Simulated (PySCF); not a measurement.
formaldehyde (CH₂O), SMILES C=O. Geometry: PBE0-D3(BJ)/def2-TZVPD.

TDA-CAM-B3LYP/def2-TZVPD in PySCF puts the lowest singlet excitations at 4.03, 7.10, 8.29, 8.33, 8.76, 9.30 eV.

Problem. What are the lowest excitation roots from ADC(2)/aug-cc-pVDZ (PySCF)? (Estimate from the structure and the level; the computed values follow.)

Solution. 4.01, 6.29, 7.29, 7.39, 7.96, 9.54 eV. S1 differs by -0.02 eV (second minus first; roots are paired by order, and the bases may differ).
